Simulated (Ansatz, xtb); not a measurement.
Relaxing a trial structure of C6H7In

The starting geometry of this gas-phase singlet was built from a drawn formula by distance geometry; its bonds are those of `C#C/C=[C]1/[InH][C@@H]1C`.

```yaml
atoms:
  - { symbol: C, position_ang: [-0.3902, -1.7520, 2.1575] }
  - { symbol: C, position_ang: [-0.9407, -1.6070, 1.0967] }
  - { symbol: C, position_ang: [-1.6565, -1.4438, -0.1272] }
  - { symbol: C, position_ang: [-1.6268, -0.2634, -0.8124] }
  - { symbol: C, position_ang: [-0.9167, 1.0670, -0.7157] }
  - { symbol: C, position_ang: [0.5179, 1.0448, -0.4913] }
  - { symbol: In, position_ang: [-2.2489, 0.8877, -2.5395] }
  - { symbol: H, position_ang: [0.1523, -1.8374, 3.0826] }
  - { symbol: H, position_ang: [-2.1785, -2.2892, -0.4787] }
  - { symbol: H, position_ang: [-4.0311, 1.3474, -2.7696] }
  - { symbol: H, position_ang: [-1.4849, 1.8672, -0.1228] }
  - { symbol: H, position_ang: [0.7155, 1.4562, 0.5667] }
  - { symbol: H, position_ang: [1.0574, 1.6011, -1.2206] }
  - { symbol: H, position_ang: [0.8745, 0.0044, -0.4806] }
```

Problem. Where would you expect an optimisation with r2SCAN-D4/def2-SVP to take it?

Solution. It loosens into C6H6 + HIn, which stay close as a complex. Distances that change by over a tenth: C4–C5 (1.51 → 1.32 Å). Contacts that open: C4–In7 (2.17 → 3.00 Å), C5–In7 (2.27 → 3.07 Å).

The energy falls by 2.04 eV over 47 steps:

```csv
step,E − E(last) (eV)
1,2.039
6,1.022
11,0.876
16,0.850
21,0.479
27,0.164
32,0.043
37,0.007
42,0.000
47,0.000
```

Final geometry (Å):

```xyz
14

C    -0.6302   -2.4456    2.6138
C    -1.0389   -1.9536    1.5773
C    -1.5397   -1.4159    0.3589
C    -1.2500   -0.1915   -0.0657
C    -0.8594    1.0330   -0.3645
C     0.3816    1.3792   -1.1399
In   -2.8063    0.2155   -2.5924
H    -0.2665   -2.8721    3.5302
H    -2.1962   -2.0601   -0.2441
H    -2.5771    2.0635   -2.5145
H    -1.4789    1.8751   -0.0210
H     1.0657    1.9632   -0.5016
H     0.1283    2.0117   -2.0060
H     0.9110    0.4806   -1.4853
```

From the same start GFN2-xTB reaches the same bonding as this run.

The end wasn't checked by frequencies. Atoms past krypton carry core potentials, without spin–orbit terms. Run with Ansatz 0.2.0, 3.6 min on 2 threads of Arm Neoverse V2, on a shared host.
